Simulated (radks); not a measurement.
Excited configurations of Ga I: one electron is placed in a higher orbital outside [Ar] 3d10 4s2. The ground configuration is [Ar] 3d10 4s2 4p1. Calculated with a radial shooting solver on a logarithmic mesh with Libxc functionals: scalar-relativistic Kohn-Sham, PBE, spin-unpolarised, spherical densities, finite nucleus; Fermi nuclear charge, rms radius 3.9973 fm. Excitation = E - E(ground); binding = E(ion) - E, where the ion is the core of charge +1; n* = 1/sqrt(2 binding) in atomic units, and the quantum defect is n - n*.

outer orbital  excitation (eV)  binding (eV)     n*  quantum defect  <r> (bohr)
4d                       4.026         1.662  2.861           1.139       9.548
4f                       4.779         0.910  3.868           0.132       17.41
5s                       2.744         2.945  2.150           2.850       7.274
5d                       4.624         1.064  3.575           1.425       17.82
5f                       5.061         0.627  4.658           0.342       29.49
6p                       4.549         1.139  3.456           2.544       18.35
6f                       5.236         0.453  5.482           0.518       44.27
7s                       4.785         0.903  3.882           3.118       24.55
7d                       5.189         0.499  5.221           1.779       42.83

The Delta-SCF ionisation energy is 5.688 eV (NIST Atomic Spectra Database: 5.999 eV, measured). Self-interaction in the functional shifts the binding energies and quantum defects, so they are the method's values and not measured ones. Spin polarisation and multiplet splitting are left out, so open shells lie too high by an amount that depends on their filling.

Beside tabulated values, note that spin-unpolarised runs miss the spin-polarisation part of the exchange energy of open shells.
